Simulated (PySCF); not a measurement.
PySCF job for Ga(Me)3(PH3) (C3H12GaP), SMILES [CH3][Ga]([CH3])([CH3])<-[PH3] (connectivity only; charge and spin as stated), neutral, multiplicity 1, PBE0/pcSseg-1. Geometry optimised at ωB97X-D3(BJ)/def2-SVP. The isomer is the one that the SMILES or the coordinates give; other isomers of the formula were not compared. One conformer was computed; it need not be the lowest.

```python
import numpy as np
from pyscf import gto, scf, dft
from pyscf.prop.nmr import rks as nmr

mol = gto.M(
    atom='''
    Ga   -0.00000000    0.00000000    0.54739271
    C     1.29550475    1.48996465    0.79375171
    H     2.28348640    1.26399509    0.35902715
    H     1.45290871    1.67173581    1.87118174
    H     0.93475351    2.43670682    0.35821423
    C     0.64259486   -1.86692236    0.79375170
    H     0.72131133   -2.09412376    1.87118174
    H     1.64287325   -2.02787369    0.35821423
    H    -0.04709135   -2.60955477    0.35902715
    C    -1.93809961    0.37695770    0.79375170
    H    -2.17422004    0.42238794    1.87118173
    H    -2.57762676   -0.40883312    0.35821422
    H    -2.23639505    1.34555969    0.35902715
    P     0.00000000    0.00000000   -2.05210471
    H    -0.39382473    1.16966148   -2.74680114
    H    -0.81604419   -0.92589296   -2.74680114
    H     1.20986892   -0.24376851   -2.74680114
    ''',
    basis='pcSseg-1',
    charge=0,
    spin=0,
    max_memory=1600,
    verbose=3,
)
mf = dft.RKS(mol, xc='pbe0').density_fit(auxbasis='def2-universal-jkfit')
mf.grids.level = 3
mf.conv_tol = 1e-10
mf.max_cycle = 100
mf.kernel()
n = nmr.NMR(mf)
n.verbose = 2
n.max_cycle_cphf = 60
sigma = n.kernel()
print('atom   isotropic/ppm   span/ppm')
for i, s in enumerate(sigma):
    w = np.linalg.eigvalsh((s + s.T) / 2)
    print(f'{mol.atom_symbol(i):2s}{i + 1:3d} {w.mean():14.3f} {w[2] - w[0]:11.3f}')
```

Program output:

```
converged SCF energy = -2386.973428774
atom   isotropic/ppm   span/ppm
Ga  1       1321.840      92.657
C   2        191.663       2.150
H   3         31.636      12.255
H   4         31.512      13.144
H   5         31.637      12.257
C   6        191.665       2.151
H   7         31.512      13.144
H   8         31.637      12.257
H   9         31.636      12.255
C  10        191.663       2.152
H  11         31.512      13.143
H  12         31.637      12.257
H  13         31.636      12.255
P  14        531.339       2.591
H  15         28.356      11.775
H  16         28.356      11.775
H  17         28.356      11.775
```

Self-consistency was reached.
